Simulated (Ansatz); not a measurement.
Start from `[SiH3][SiH2]C[TeH]` and change one atom or group to get `[AlH2][O]C[SiH2][SiH3]`.

Ansatz, PBE0-D4/def2-TZVP geometries, multiplicity 1. Each molecule was computed in one conformer, which needn't be the lowest.

Elements past krypton have def2 core potentials.  Spin–orbit coupling is left out; it splits and shifts lone-pair levels of the heavy atoms by tenths of an eV.

```csv
property,`[SiH3][SiH2]C[TeH]`
HOMO–LUMO gap (B3LYP/def2-TZVPP) / eV,4.90
HOMO–LUMO gap (ωB97M-V/def2-TZVPP) / eV,9.20
LUMO energy (B3LYP/def2-TZVPP) / eV,-1.17
HOMO–LUMO gap (PBE0/def2-TZVPP) / eV,5.33
HOMO energy (PBE/def2-TZVPP) / eV,-5.26
size of the dipole moment (ωB97M-V/def2-TZVPP) / D,0.84
```

**Question.** Give the same properties after the change, and the shifts. (An estimate is asked.)

**Answer.** The calculation gave: 
```tsv
property	`[AlH2][O]C[SiH2][SiH3]`	shift
HOMO–LUMO gap (B3LYP/def2-TZVPP) / eV	6.01	1.11
HOMO–LUMO gap (ωB97M-V/def2-TZVPP) / eV	10.21	1.01
LUMO energy (B3LYP/def2-TZVPP) / eV	-1.31	-0.14
HOMO–LUMO gap (PBE0/def2-TZVPP) / eV	6.42	1.09
HOMO energy (PBE/def2-TZVPP) / eV	-6.28	-1.02
size of the dipole moment (ωB97M-V/def2-TZVPP) / D	0.81	-0.03
```

With PBE0 the HOMO falls by 1.23 eV and the LUMO falls by 0.14 eV, so the gap widens by about 1.09 eV. PBE moves the HOMO by -1.02 eV and ωB97M-V by -1.32 eV. Dipoles are sizes alone; their direction can turn.

B3LYP here is the variant with VWN-RPA as its local correlation; programs differ in this.
